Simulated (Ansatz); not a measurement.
One geometry of (HBe-mu-Cl)2 (Be2H2Cl2), several levels of theory.

```yaml
crystal:
  periodic: [false, false, false]
  atoms:
    - {symbol: Be, position_ang: [0.612102, -0.369872, -1.068315]}
    - {symbol: H, position_ang: [1.248026, -0.754325, -2.178506]}
    - {symbol: Cl, position_ang: [-0.232551, 1.388394, -0.613955]}
    - {symbol: Be, position_ang: [-0.612075, 0.369878, 1.068330]}
    - {symbol: H, position_ang: [-1.248256, 0.754246, 2.178399]}
    - {symbol: Cl, position_ang: [0.232755, -1.388320, 0.614047]}
basis:
  gaussian: {orbitals: def2-TZVPD, initial_orbitals: start.molden}
hamiltonian: {xc: pbe, dispersion: d4}
scf: {omitted_lower_state_checks: [starts]}
output: {orbitals: {seedname: orbitals}}
```

The file start.molden holds the orbitals of an earlier run on this structure, at another level or in another basis.

```sh
$ ansatz run in.yaml --threads 4 --pin off --events-out ev --progress --plain --max-ram 3916MiB
```

Shortened log:

```
Functional definition: PBE
976 factors; their error is unknown
mean field evaluation 1: about -25872.8008 eV, gradient 1.3e1 eV
mean field evaluation 2: about -25872.9389 eV, gradient 2.0e-1 eV
mean field evaluation 4: about -25872.9226 eV, gradient 3.4e-4 eV
mean field -25872.92263225 eV, -950.8123694384 hartree, gradient 2.5e-5 eV, S^2 0.000000; 0 other end points of the search recorded, 0 dependent functions left out
reference -25872.92268847 eV, -950.8123715045 hartree; 22, 22 occupied and 132, 132 virtual orbitals, 976 factors
Total energy: -25873.06968479 eV, -950.8177735194 hartree
Checks for a lower state left out: starts
```

Run time 1.3 s (4 threads of Arm Neoverse V1 on a shared host).

The first input with `gaussian: {orbitals: def2-TZVP, initial_orbitals: start.molden}`, `output: {forces: true, orbitals: {seedname: orbitals}}` (abridged; 0.9 s):

```
Functional definition: PBE
mean field -25872.84911318 eV, -950.8096676623 hartree, gradient 5.5e-6 eV, S^2 0.000000
Total energy: -25872.99616519 eV, -950.8150717242 hartree
Atom 0 force    -0.001038     0.000547     0.001849 eV/Å
Atom 1 force     0.039940    -0.024107    -0.069693 eV/Å
Atom 2 force    -0.024610     0.146666    -0.064820 eV/Å
Atom 3 force     0.001059    -0.000510    -0.001916 eV/Å
Atom 4 force    -0.039946     0.024114     0.069749 eV/Å
Atom 5 force     0.024595    -0.146710     0.064831 eV/Å
Dipole moment:     0.000066     0.000019     0.000033 e Å
Checks for a lower state left out: starts
```

First input, but with `hamiltonian: {xc: r2scan, dispersion: d4}` (abridged; 2.3 s):

```
Functional definition: r2SCAN
mean field -25883.00166931 eV, -951.1827672187 hartree, gradient 2.4e-5 eV, S^2 0.000000
Total energy: -25883.03567652 eV, -951.1840169603 hartree
Checks for a lower state left out: starts
```

As the first input, with `gaussian: {orbitals: def2-TZVP, initial_orbitals: start.molden}`, `hamiltonian: {xc: {text: "exchange = 0.95*pbe_x + 0.05*exact_x\ncorrelation = pbe_c"}}` (abridged; 0.8 s):

```
Functional definition: unnamed
mean field -25873.34519228 eV, -950.8278982331 hartree, gradient 3.8e-5 eV, S^2 0.000000
Total energy: -25873.34524494 eV, -950.8279001683 hartree
Checks for a lower state left out: starts
```

First input, but with `gaussian: {orbitals: def2-TZVP, initial_orbitals: start.molden}`, `hamiltonian: {xc: {name: B97M-V}}` (abridged; 2.7 s):

```
Functional definition: B97M-V
mean field -25880.05256299 eV, -951.0743895602 hartree, gradient 4.0e-5 eV, S^2 0.000000
Total energy: -25880.05264040 eV, -951.0743924051 hartree
Checks for a lower state left out: starts
```

The first input with `gaussian: {orbitals: def2-TZVP, initial_orbitals: start.molden}`, `hamiltonian: {xc: {name: r2SCAN0}, dispersion: d4}` (abridged; 1.9 s):

```
Functional definition: r2SCAN0
mean field -25882.84214941 eV, -951.1769049704 hartree, gradient 1.9e-5 eV, S^2 0.000000
Total energy: -25882.88296554 eV, -951.1784049355 hartree
Checks for a lower state left out: starts
```

The first input with `gaussian: {orbitals: def2-TZVP, initial_orbitals: start.molden}`, `hamiltonian: {xc: {text: "exchange = 0.50*pbe_x + 0.50*exact_x\ncorrelation = pbe_c"}}` (abridged; 1 s):

```
Functional definition: unnamed
mean field -25878.04183669 eV, -951.0004967315 hartree, gradient 1.5e-5 eV, S^2 0.000000
Total energy: -25878.04186204 eV, -951.0004976634 hartree
Checks for a lower state left out: starts
```

Geometry: PBE0-D4/def2-TZVP.
